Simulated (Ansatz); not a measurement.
Job for Ansatz (an electronic-structure program): R-r2SCAN/def2-TZVPP on BH5Si (SMILES B[SiH3]), atoms moved off the minimum.

Ansatz 0.2 input:
```yaml
crystal:
  periodic: [false, false, false]
  atoms:
    - {symbol: B, position_ang: [-0.73889351, -1.08355025, 0.05075029]}
    - {symbol: H, position_ang: [-0.33435809, -2.17640459, 0.84003412]}
    - {symbol: H, position_ang: [-1.84666882, -1.29918009, -0.34144717]}
    - {symbol: Si, position_ang: [0.25326426, 0.52605847, -0.23491334]}
    - {symbol: H, position_ang: [-0.21851369, 1.28985319, 1.18597153]}
    - {symbol: H, position_ang: [0.03315806, 1.30961452, -1.27201848]}
    - {symbol: H, position_ang: [1.76122920, 0.15677253, 0.05558856]}
basis:
  gaussian:
    orbitals: def2-TZVPP
hamiltonian:
  xc: {name: r2SCAN}
scf: {lower_state_search: off}
output: {forces: true}
```

It printed:

```
WARN ansatz: RAYON_NUM_THREADS=1 ignored (pool sized by the plan → 1); use --threads N
Functional definition: r2SCAN
these checks for a lower state are left out or cut short: stability, starts, cluster_reference, orbital_swaps, neighbouring_geometries, increment
integrals: 0.04 GiB planned
752 factors; their error is unknown
mean field: 0.40 GiB planned
mean field evaluation 1: about -8630.4438 eV, gradient 2.0e1 eV
mean field evaluation 2: about -8630.5926 eV, gradient 1.9e1 eV
mean field evaluation 4: about -8631.9031 eV, gradient 7.5e-1 eV
mean field evaluation 8: about -8631.8805 eV, gradient 3.5e-1 eV
mean field evaluation 16: about -8631.8807 eV, gradient 3.4e-4 eV
mean field -8631.88065782 eV, -317.2157632762 hartree, gradient 5.8e-6 eV, S^2 0.000000; 0 other end points of the search recorded, 0 dependent functions left out
the calculation of the forces begins
reference -8631.88067115 eV, -317.2157637660 hartree; 12, 12 occupied and 131, 131 virtual orbitals, 752 factors
Total energy: -8631.88067115 eV, -317.2157637660 hartree
Atom 0 at    -0.738894    -1.083550     0.050750 Å, force    -0.431528    -3.488585     1.563922 eV/Å
Atom 1 at    -0.334358    -2.176405     0.840034 Å, force    -0.537294     2.498279    -1.550246 eV/Å
Atom 2 at    -1.846669    -1.299180    -0.341447 Å, force    -0.044507     0.155575    -0.101086 eV/Å
Atom 3 at     0.253264     0.526058    -0.234913 Å, force     2.289542    -1.514662     5.694083 eV/Å
Atom 4 at    -0.218514     1.289853     1.185972 Å, force     0.489043    -0.821648    -1.757180 eV/Å
Atom 5 at     0.033158     1.309615    -1.272018 Å, force    -0.646807     2.504729    -3.326832 eV/Å
Atom 6 at     1.761229     0.156773     0.055589 Å, force    -1.118449     0.666313    -0.522661 eV/Å
Dipole moment:    -0.028803     0.084630    -0.180437 e Å
Checks for a lower state left out: stability, starts, cluster_reference, orbital_swaps, neighbouring_geometries, increment
```

The calculation finished and met its thresholds.

Cost: about 2.0 core-seconds (a rough figure).
